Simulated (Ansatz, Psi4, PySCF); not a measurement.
Species: H₅Si₂O₂, net charge 0, doublet state. SMILES: O[Si](O)[SiH3]
Geometry: optimised at B3LYP-D3(BJ)/def2-TZVP (Ansatz, a first-principles code).

Quantity: size of the dipole moment, in D. Terms: open shells spin-unrestricted; no dispersion term unless named; 6-31G* and kin with 6d, 5d where marked; non-relativistic; 6-311+G** with 5d, 6d on Na to Ar in Ansatz; no spin-orbit coupling. Ab initio and DFT rows: single points at B3LYP-D3(BJ) geometries (Ansatz).

| level | program | size of the dipole moment (D) |
|---|---|---|
| SVWN5/6-31G* | Ansatz | 2.21 |
| PBE/6-31G* | Ansatz | 2.15 |
| BP86/def2-SVP | PySCF | 2.18 |
| B3LYP/STO-3G | Ansatz | 1.71 |
| B3LYP/6-31G* | Ansatz | 2.02 |
| B3LYP/def2-SVP | Ansatz | 2.05 |
| PBE0/6-311+G** | Ansatz | 1.70 |
| M06-2X/6-311+G** | PySCF | 1.60 |
| wB97X-D/6-311+G** | Psi4 | 1.69 |
| B3PW91/6-31G* (5d) | PySCF | 2.07 |

No value to compare with is used here. The 10 habitual levels span 1.60 (M06-2X/6-311+G**) to 2.21 D (SVWN5/6-31G*).

The levels are drawn from those run, B3LYP/6-31G* more often than the rest, none by its result; left out are runs that failed, that the program found above a lower state of the same kind, or whose <S^2> lies over 0.5 above the pure value.
